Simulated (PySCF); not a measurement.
Vertical excitations of a molecule C₄H₇NSi from TDDFT-PBE/def2-SVPD (PySCF), as energy in eV (oscillator strength): 5.34 (0.239), 5.59 (0.001), 5.77 (0.001), 5.82 (0.000), 6.15 (0.005), 6.17 (0.060), 6.32 (0.001), 6.63 (0.000), 6.81 (0.039), 7.16 (0.002). Lowest triplet (TDA): 3.45 eV. Geometry optimised at B3LYP-D3(BJ)/def2-SVP. The geometry has at least one imaginary mode, so it is a saddle point at that level. Other conformers were not sampled.

Which molecule gave these data?
A. C/C(C#N)=C/[SiH3]
B. C/C([SiH3])=C/C#N
C. [SiH3]C1=CCN=C1
D. C=C=C1C[SiH2]N1

A, C/C(C#N)=C/[SiH3]
